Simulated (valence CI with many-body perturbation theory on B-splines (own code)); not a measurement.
Results of a calculation; reference values are marked as such.
**Nd47+ in three bases**

Method: relativistic CI+MBPT: three valence electrons over a frozen Dirac-Fock core [Ne], a basis of 9 s, 9 p, 8 d, 6 f, 3 g, 1 h functions for each j, with the one-electron correlation potential Σ1, the two-electron term Σ2, the three-electron term Σ3, Breit, model QED; selected CI, second order for the rest, scaled by the run's own slope (own B-spline code, finite nucleus).

No measured spectrum was set against this ion. As an estimate, large intervals hold to a few tenths of a per cent, small ones and those within an open d or f shell to about a per cent.

The reference run has the lowest level (3s^2 3p1/2) J=1/2 and an ionisation energy of 3998.38 eV. Its largest variational space holds 8463 state functions.

Levels are named by their leading jj configuration (3d3/2^4 stands for four electrons in 3d with j = 3/2), which in mixed levels can hold well under half, so a name can repeat and another be missing. Letters in brackets count levels of one name in rising energy.

Changed runs:
A. basis 6 s, 6 p, 5 d, 3 f, 1 g
B. basis 5 s, 5 p, 4 d, 2 f

Excitation energies of the reference run in cm⁻¹, and shifts in cm⁻¹:

| Level | Reference | A | B |
| --- | --- | --- | --- |
| (3s 3p1/2^2) J=1/2 | 966404 | -23 | -76 |
| (3s^2 3p3/2) J=3/2 | 1090240 | -22 | -51 |
| (3s 3p1/2 3p3/2) J=3/2 [a] | 1884360 | -157 | -480 |
| (3s 3p1/2 3p3/2) J=5/2 | 1991030 | -43 | -123 |
| (3s 3p1/2 3p3/2) J=3/2 [b] | 2131030 | +18 | +62 |
| (3s 3p1/2 3p3/2) J=1/2 | 2196920 | +56 | +216 |
| (3s^2 3d3/2) J=3/2 | 2525560 | +281 | +902 |
| (3s^2 3d5/2) J=5/2 | 2708230 | +155 | +426 |
| (3s 3p3/2^2) J=5/2 | 3083190 | +27 | +171 |
| (3p1/2^2 3p3/2) J=3/2 | 3100930 | -34 | -110 |
| (3s 3p1/2 3d3/2) J=3/2 [a] | 3213600 | -6.5 | -56 |
| (3s 3p1/2 3d3/2) J=5/2 | 3290890 | +79 | +176 |
| Ionisation energy (eV) | 3998.38 | -0.019 | -0.06 |
